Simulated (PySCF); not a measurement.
# K²⁺: ionisation energy

K²⁺ [Ne] 3s2 3p5 (2P) → K³⁺ [Ne] 3s2 3p4 (3P), as a difference of total energies. All numbers are calculated (PySCF 2.14, scalar relativity by spin-free X2C-1e, in Sapporo-DKH3-DZP-2012). Correlated levels: valence: [Ne] 3s2 frozen. The calculations carry no spin-orbit coupling.

```
           method  ionisation energy (eV)  difference from reference (eV)
              UHF                  44.419                          -1.384
              PBE                  45.688                          -0.115
              LDA                  45.906                          +0.103
    MP2 (valence)                  45.514                          -0.289
SCS-MP2 (valence)                  45.567                          -0.236
   CCSD (valence)                  45.561                          -0.242
CCSD(T) (valence)                  45.564                          -0.239
```

Reference: 45.803 eV (semi-empirical (NIST evaluation); NIST Atomic Spectra Database, ionization energies).

The reference lies between the lowest fine-structure levels, while these numbers refer to the centres of the terms.

Errors of the correlated levels include the incompleteness of this basis and the frozen core.
